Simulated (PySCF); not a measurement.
# Computed structure and properties of PbI4

System: PbI4 (singlet); start: template (Td). Method: PySCF 2.14.0, RKS PBE0, Pb def2-SVP with ECP60, I def2-SVP with ECP28; non-relativistic Hamiltonian with scalar-relativistic core potentials where named; density fitting; no spin-orbit coupling.

Input of the relaxation:

```python
mol = gto.M(atom='''
Pb    -0.00000    -0.00000     0.00000
I      1.55710     1.55710     1.55710
I     -1.55710    -1.55710     1.55710
I      1.55710    -1.55710    -1.55710
I     -1.55710     1.55710    -1.55710''',
    basis={'Pb': 'def2-SVP', 'I': 'def2-SVP'},
    ecp={'Pb': 'def2-SVP', 'I': 'def2-SVP'},
    charge=0, spin=0)
mf = dft.RKS(mol, xc='PBE0')
mf.grids.atom_grid = (50, 194)
mf = mf.density_fit()  # fitting sets: Pb def2-universal-JKFIT, I def2-universal-JKFIT
mf.conv_tol = 1e-08; mf.max_cycle = 55
mf.kernel(dm0)  # dm0: converged density of the start geometry
# quasi-Newton relaxation in Cartesian coordinates to a largest gradient under 0.00045 Eh/bohr, steps kept in the point group
```

Run from Python with OMP_NUM_THREADS=4; the lines above give its settings. Where DIIS fails, smearing, a level shift and second-order steps follow.
It took 60 s on 4 threads of Intel(R) Xeon(R) Processor @ 2.50GHz (Skylake/Cascade Lake), with other jobs on the host, from the converged density of the start.

Course of the relaxation:

```csv
step,energy above end (eV),largest force component within the symmetry (eV/Å)
0,0.1136,0.456
1,0.0308,0.218
2,0.0015,0.039
3,0.0000,0.004
```

Relaxed geometry (Td):

```xyz
5

Pb    0.0000    0.0000    0.0000
I     1.6019    1.6019    1.6019
I    -1.6019   -1.6019    1.6019
I     1.6019   -1.6019   -1.6019
I    -1.6019    1.6019   -1.6019
```

| contact | Å |
| --- | --- |
| Pb1–I2 (I) | 2.775 |
| Pb1–I3 (I) | 2.775 |
| Pb1–I4 (I) | 2.775 |
| Pb1–I5 (I) | 2.775 |

On the finer grid (75, 302):

The HOMO is -7.93 eV. The LUMO is -4.90 eV. The dipole about the centre of mass is 0.00 D. The set of Mulliken populations of Pb1 outside the core potential is s 3.51, p 7.75, d 10.27 and the D3(BJ) dispersion energy (not in the energies) is -0.332 eV.

```json
{"atom": "Pb1", "Mulliken (e)": "0.47", "Löwdin (e)": "-0.06", "spin (e)": "0.00"}
{"atom": "I2", "Mulliken (e)": "-0.12", "Löwdin (e)": "0.01", "spin (e)": "0.00"}
{"atom": "I3", "Mulliken (e)": "-0.12", "Löwdin (e)": "0.01", "spin (e)": "0.00"}
{"atom": "I4", "Mulliken (e)": "-0.12", "Löwdin (e)": "0.01", "spin (e)": "0.00"}
{"atom": "I5", "Mulliken (e)": "-0.12", "Löwdin (e)": "0.01", "spin (e)": "0.00"}
```

On the grid (50, 194), as all that follows. Harmonic modes: a minimum within the noise of the softest modes; lowest 31 cm⁻¹ (negative: unstable), highest 174 cm⁻¹, zero-point energy 0.053 eV.

Taking off one I (charge -1, singlet; the rest: singlet) in vacuum, both parts rigid, costs 7.56 eV; the small basis without counterpoise inflates it. Most of it is the attraction of opposite charges; other ways to part are cheaper, and one spin state was tried for the rest.

Rigid scan of I along the line from its metal, all other atoms held (where the atom bridges, its other bond changes as well):

(distance to I2 (Å), energy (eV)): (2.47, 0.575), (2.57, 0.223), (2.67, 0.047), (2.77, 0.000), (2.87, 0.033), (2.97, 0.128), (3.17, 0.407), (3.47, 0.898), (3.87, 1.476), (4.37, 1.978)

One start shape was tried, so this needn't be the lowest isomer.
